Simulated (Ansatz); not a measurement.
Reaction (substitution at a C–Al bond): `N=[C](N)[AlH][F]` + H₂S → `N=C(N)S` + `[F][AlH2]`

Program: Ansatz. Geometries: PBE0-D4/def2-TZVP. ΔE: electronic, gas phase. CCSD(T)/CBS is the MP2 limit (def2-TZVPP, def2-QZVPP) plus CCSD(T) − MP2 in def2-TZVPP, frozen cores. This one scheme is used for every species. DFT in def2-TZVPP. B3LYP here is the variant with VWN-RPA as its local correlation; programs differ in this. Each species was taken in one conformer, which may not be the lowest.

`N=[C](N)[AlH][F]`:

Cartesian coordinates in Å:
```
N -1.518 -0.503 0.419
C -0.348 -0.327 -0.074
N 0.109 -1.196 -1.025
Al 0.803 1.121 0.606
F 0.096 1.991 1.816
H -1.722 0.176 1.146
H 0.888 -0.947 -1.606
H -0.559 -1.848 -1.412
H 2.250 1.533 0.131
```

H₂S:

Cartesian coordinates in Å:
```
S -0.613 0.081 -0.028
H 0.251 -0.132 0.975
H 0.363 0.050 -0.947
```

`N=C(N)S`:

Z-matrix (Å, degrees):
```
C
N 1 1.371
S 1 1.786 2 114.7
N 1 1.265 2 121.8 3 179.8
H 2 1.006 1 116.8 3 35.4
H 2 1.009 1 112.9 3 171.8
H 3 1.343 1 96.8 2 28.6
H 4 1.014 1 112.3 2 -172.1
```

`[F][AlH2]`:

Z-matrix (Å, degrees):
```
Al
F 1 1.650
H 1 1.576 2 117.0
H 1 1.576 2 117.0 3 -179.9
```

```tsv
level	ΔE (kcal/mol)
CAM-B3LYP-D4	6.1
PBE	5.5
r2SCAN	5.3
B3LYP	6.3
CCSD(T)/def2-SVP	5.0
MP2/def2-QZVPP	5.5
SCS-MP2/def2-QZVPP	5.5
MP2/CBS(def2)	5.5
```

What does CCSD(T)/CBS give? (Estimate.)

Computed: +6.4 kcal/mol. The listed levels differ from it by -0.3, -0.9, -1.1, -0.1, -1.4, -0.9, -0.9, -0.9 kcal/mol.

Largest T1 diagnostic among the species: 0.014.

At CCSD(T), def2-SVP lies −1.4 kcal/mol from the extrapolated value and def2-TZVPP −0.1 kcal/mol. Leaving LDA and LC-ωPBE aside and taking each functional with its dispersion term where it has one, the values, not all of them listed here, spread over 3.2 kcal/mol, from B97M-V to ωB97M-V. LDA lies −0.7 kcal/mol from PBE without D4.
